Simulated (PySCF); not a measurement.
# How methods differ on the excitation energy of As²⁺

As²⁺ [Ar] 3d10 4s2 4p1 (2P) → As²⁺ [Ar] 3d10 4s1 4p2 (4P), as a difference of total energies. Computed with PySCF 2.14 in aug-cc-pwCVTZ-PP with ECP10MDF (8s7p6d4f1g, 96 functions), with a scalar-relativistic core potential. Correlated levels: valence: 3s2 3p6 3d10 frozen; valence and next inner shell: nothing frozen outside the core potential. The calculations carry no spin-orbit coupling.

| method | excitation energy (eV) |
| --- | --- |
| UHF | 6.481 |
| LDA | 8.969 |
| PBE | 8.676 |
| PBE0 | 8.249 |
| r2SCAN | 7.961 |
| M06-L | 8.775 |
| B2PLYP | 8.324 |
| wB97X-V | 8.517 |
| PBEsol | 8.552 |
| MP2 (valence) | 7.370 |
| SCS-MP2 (valence) | 7.701 |
| MP2 (valence and next inner shell) | 7.966 |
| SCS-MP2 (valence and next inner shell) | 8.187 |

Problem. How much does correlation contribute at MP2 (valence and next inner shell)?

Solution. 7.966 − (6.481) = 1.485 eV, measured against UHF.
